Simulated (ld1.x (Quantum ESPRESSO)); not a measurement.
# Reading a pseudo-wave (aluminium (Al))

Columns: radius, all-electron u(r) and pseudo u(r) of the 3p shell (level -4.15 eV) of aluminium in the configuration [Ne] 3s2 3p0.75; PBE, scalar-relativistic, TM scheme, ld1.x (Quantum ESPRESSO) 7.5.

```json
{"r (bohr)": "0.080", "all-electron": "0.0557", "pseudo": "-0.0041"}
{"r (bohr)": "0.160", "all-electron": "0.1382", "pseudo": "-0.0158"}
{"r (bohr)": "0.240", "all-electron": "0.1967", "pseudo": "-0.0339"}
{"r (bohr)": "0.320", "all-electron": "0.2231", "pseudo": "-0.0564"}
{"r (bohr)": "0.400", "all-electron": "0.2215", "pseudo": "-0.0808"}
{"r (bohr)": "0.480", "all-electron": "0.1989", "pseudo": "-0.1048"}
{"r (bohr)": "0.560", "all-electron": "0.1619", "pseudo": "-0.1266"}
{"r (bohr)": "0.640", "all-electron": "0.1158", "pseudo": "-0.1453"}
{"r (bohr)": "0.720", "all-electron": "0.0646", "pseudo": "-0.1610"}
{"r (bohr)": "0.800", "all-electron": "0.0110", "pseudo": "-0.1746"}
{"r (bohr)": "0.880", "all-electron": "-0.0429", "pseudo": "-0.1875"}
{"r (bohr)": "0.960", "all-electron": "-0.0959", "pseudo": "-0.2013"}
{"r (bohr)": "1.040", "all-electron": "-0.1469", "pseudo": "-0.2178"}
{"r (bohr)": "1.120", "all-electron": "-0.1954", "pseudo": "-0.2382"}
{"r (bohr)": "1.200", "all-electron": "-0.2409", "pseudo": "-0.2631"}
{"r (bohr)": "1.280", "all-electron": "-0.2833", "pseudo": "-0.2925"}
{"r (bohr)": "1.360", "all-electron": "-0.3225", "pseudo": "-0.3252"}
{"r (bohr)": "1.440", "all-electron": "-0.3585", "pseudo": "-0.3589"}
{"r (bohr)": "1.520", "all-electron": "-0.3915", "pseudo": "-0.3915"}
{"r (bohr)": "1.600", "all-electron": "-0.4216", "pseudo": "-0.4216"}
{"r (bohr)": "1.680", "all-electron": "-0.4487", "pseudo": "-0.4487"}
{"r (bohr)": "1.760", "all-electron": "-0.4729", "pseudo": "-0.4729"}
{"r (bohr)": "1.840", "all-electron": "-0.4943", "pseudo": "-0.4943"}
{"r (bohr)": "1.920", "all-electron": "-0.5128", "pseudo": "-0.5128"}
{"r (bohr)": "2.000", "all-electron": "-0.5287", "pseudo": "-0.5287"}
{"r (bohr)": "2.080", "all-electron": "-0.5421", "pseudo": "-0.5421"}
```

Q: How many radial nodes do the two functions have?

A: The all-electron 3p function has n − l − 1 = 1; the pseudo-wave has 0, since the states of the same l below it are removed with the core.

Q: At about which radius was the pseudo-wave matched?

A: 1.60 bohr. The columns agree to 0.0005 from 1.44 bohr on; several derivatives are matched, so the curves merge somewhat inside the radius.

Q: Is the pseudo-wave norm-conserving?

A: Yes: the TM scheme keeps the norm inside the radius equal to the all-electron one, which fixes the energy derivative of the logarithmic derivative at the level.
